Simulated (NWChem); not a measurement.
System: PbIF, singlet; SMILES [F][Pb][I]

Computed with NWChem. Low-valent species are run as closed-shell singlets; no triplet was tried in these runs. All runs use the structure optimised with PBE0/def2-SVP. Not confirmed as a minimum by frequencies. def2 effective core potentials on I, Pb; no spin-orbit coupling. Ions are spin-unrestricted doublets at the neutral geometry; other ion states weren't tried.

For level B3LYP/def2-SVP:

```yaml
"−ε(HOMO) (eV)": 7.05
```

Problem. How do the values read with level PBE/def2-SVP instead?

Solution. 
| Property | Value |
|---|---|
| −ε(HOMO) (eV) | 6.20 |
